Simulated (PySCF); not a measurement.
# [TcNCl4]2-: 2 charge schemes on one density

Species: [TcNCl4]2- (charge -2 and singlet state).
Geometry (PBE0-D3(BJ)/def2-SVP, Å), atoms numbered from 1 in this order:
```xyz
6
Cl4NTc angstrom
Tc     0.0006    0.0000    0.1473
N      0.0009   -0.0090    1.7365
Cl     2.3592    0.0102   -0.4762
Cl    -0.0080    2.3623   -0.4625
Cl    -2.3607   -0.0059   -0.4657
Cl     0.0080   -2.3576   -0.4794
```

Density: PBE0/pcSseg-1 (def2-TZVP on Tc) (PySCF); schemes: Mulliken and ESP-fitted. Whether so highly charged an anion holds all its electrons in the gas phase wasn't checked; a finite basis holds them in any case. The ion is multiply charged and computed without counter-ions or solvent. Atoms past krypton carry effective core potentials; spin–orbit coupling is left out. The pcSseg-1 basis has no diffuse functions, a weakness for an anion. The HOMO energy is positive at this level (+2.51 eV), so the outermost electrons may be held by the finite basis alone.

Q: Give the atomic charges in each scheme.

A: In e; atoms taken as equivalent share a row and are averaged (×n: the atom named and its like, n in all):

```tsv
atom	environment	Mulliken	ESP-fitted
Tc1	technetium bonded to 4 Cl and N	+0.658	+1.081
N2	nitrogen bonded to Tc	-0.449	-0.548
Cl3/Cl4/Cl5/Cl6	chlorine bonded to Tc	-0.552	-0.633
```

Mean size of the charges over all atoms: ESP-fitted 0.694 e, Mulliken 0.553 e. Each set sums to the total charge, -2, to within 0.001 e. The ESP scheme fits charges at the nuclei, held to the total charge, to the electrostatic potential on points at 1.4 to 2.0 times the van der Waals radii. The Mulliken scheme counts on each atom the diagonal of the density matrix times the overlap matrix over that atom's basis functions.

Lowest charge. All schemes agree: Mulliken Cl3/Cl4/Cl5/Cl6 (-0.552); ESP-fitted Cl3/Cl4/Cl5/Cl6 (-0.633).

Highest charge. All schemes agree: Mulliken Tc1 (+0.658); ESP-fitted Tc1 (+1.081).

Q: Sum the charges by element, for elements with more than one atom.

A: 
```json
{"element": "Cl", "atoms": "4", "Mulliken": "-2.209", "ESP-fitted": "-2.533"}
```

Q: How many electrons does the ESP-fitted scheme count on Cl6?

A: Its own charge is -0.633 e, so Z − q = 17.633.

The run behind these numbers computed NMR shieldings as well. The run took 16 s of wall time on one thread, x86-64 server, shared host.
